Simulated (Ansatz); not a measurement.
ScN, closed-shell singlet (the spin of the measured ground state), most abundant isotopes (44.9559 and 14.0031 u). Constants from fifth-degree fits in 1/R to seven points on the lowest solution found; no spin–orbit coupling, no relativity up to Kr; ω_e x_e and α_e move by some per cent with the fit.

Correlated levels freeze the inner cores; with def2 sets outer-core shells near the valence are correlated too.

Run with Ansatz (Gaussian basis) for Hartree–Fock, density functionals and correlated methods. Each number belongs to the level named beside it.

Total energies (hartree; each atom in its lowest state at that level) and vibrational constants (cm⁻¹):

```tsv
level	E(ScN) at r_e	E(Sc)	E(N)	ω_e	ω_e x_e
B3LYP/def2-TZVPP	-815.386444	-760.630754	-54.603975	952	3.0
wB97M-V/def2-TZVPP	-815.301324	-760.571018	-54.592608	1011	3.7
CCSD(T)/def2-QZVPP	-814.716751	-760.052562	-54.525016	781	-5.7
```

Work out D_e and D₀ in eV.


D_e = E(Sc) + E(N) − E(molecule), times 27.2114 eV; D₀ = D_e − (ω_e/2 − ω_e x_e/4)/8065.54.
- B3LYP/def2-TZVPP: D_e = 4.128, zero point 0.059, D₀ = 4.069 eV
- wB97M-V/def2-TZVPP: D_e = 3.747, zero point 0.063, D₀ = 3.684 eV
- CCSD(T)/def2-QZVPP: D_e = 3.787, zero point 0.049, D₀ = 3.739 eV
No counterpoise correction is made.

Doubts at one or more of the structures used: a restricted determinant that unrestricted orbitals would lower (CCSD(T)/def2-QZVPP).

Ansatz is an electronic-structure program.
